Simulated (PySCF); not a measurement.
Computed shifts of a molecule CH₇BOSi, HF/pcSseg-1 in PySCF, GIAO, gas phase, atoms alike by connectivity averaged where their shifts nearly agree, in ppm (number of nuclei): ¹H: 5.25 (1), 4.84 (3), 0.94 (3). ¹³C: 11.9 (1). ²⁹Si: -33.1 (1). References: ¹¹B against BF3 (σ = 102.7 ppm); ¹H against TMS (σ = 31.99 ppm); ¹³C against TMS (σ = 192.6 ppm); ¹⁷O against H2O (σ = 333.0 ppm); ²⁹Si against TMS (σ = 393.8 ppm), references at their B3LYP-D3(BJ)/def2-TZVP geometries, non-relativistic. Coordinates come from a B3LYP-D3(BJ)/def2-SVP optimisation. The values are those of a single conformer.

Question: Which molecule gave these data?
A) COB[SiH3]
B) CBO[SiH3]
C) CB(O)[SiH3]

Answer: B, CBO[SiH3]
